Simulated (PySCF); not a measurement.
**Orbital picture of SiSb**

PBE at R = 2.387 Å; basis Si def2-SVPD, Sb def2-SVPD with ECP28; scalar-relativistic core potentials; PySCF 2.14. State: ²Π (doublet), unpaired electrons π ↑. Only the outer orbitals are listed, counted within each symmetry, core potentials removing the inner ones.

| spin | orbital | occ. | ε (eV) | on Si (%) | main shells (%) |
| --- | --- | --- | --- | --- | --- |
| α | 7σ | 1 | -14.11 | 32 | 66 Sb s, 25 Si s |
| α | 8σ | 1 | -10.05 | 64 | 64 Si s, 25 Sb s, 10 Sb p |
| α | 4π | 1 | -6.11 | 35 | 64 Sb p, 32 Si p |
| α | 9σ | 1 | -5.63 | 53 | 43 Sb p, 43 Si p, 10 Si s |
| α | 4π | 1 | -5.48 | 37 | 62 Sb p, 35 Si p |
| α | 5π | 0 | -3.39 | 64 | 63 Si p, 32 Sb p |
| α | 5π | 0 | -2.89 | 62 | 59 Si p, 33 Sb p |
| α | 10σ | 0 | -0.23 | 43 | 34 Sb s, 19 Si p, 14 Si s |
| β | 7σ | 1 | -13.66 | 33 | 65 Sb s, 26 Si s |
| β | 8σ | 1 | -9.74 | 63 | 62 Si s, 25 Sb s, 11 Sb p |
| β | 9σ | 1 | -5.47 | 53 | 45 Si p, 42 Sb p, 8 Si s |
| β | 4π | 1 | -5.27 | 40 | 59 Sb p, 39 Si p |
| β | 4π | 0 | -5.16 | 39 | 61 Sb p, 37 Si p |
| β | 5π | 0 | -2.78 | 59 | 55 Si p, 35 Sb p |
| β | 5π | 0 | -2.69 | 60 | 56 Si p, 33 Sb p |

**Question.** Which are the highest filled and the lowest empty level, where do they sit, and how wide is the gap?

**Answer.** Highest filled β 4π at -5.27 eV (in %: 59 Sb p, 39 Si p); lowest empty β 4π at -5.16 eV (in %: 61 Sb p, 37 Si p); the gap at PBE is 0.11 eV. Both belong to one degenerate shell, split only by its one-sided filling, so this is no excitation gap.

The bond order (Mayer) is 2.42. The ⟨S²⟩ is 0.753. The charge on Si (Mulliken, basis-dependent) is -0.10, the charge on Si (Löwdin, basis-dependent) is -0.08 and the dipole moment (positive dipole means Si(−)Sb(+)) is 0.25 D. The polarisability along the bond is 123.2 bohr³. The polarisability across the bond is 71.6 bohr³.

Spin–orbit coupling is left out. The state is the lowest determinant that a PBE0 search found; another state may lie lower at other levels.
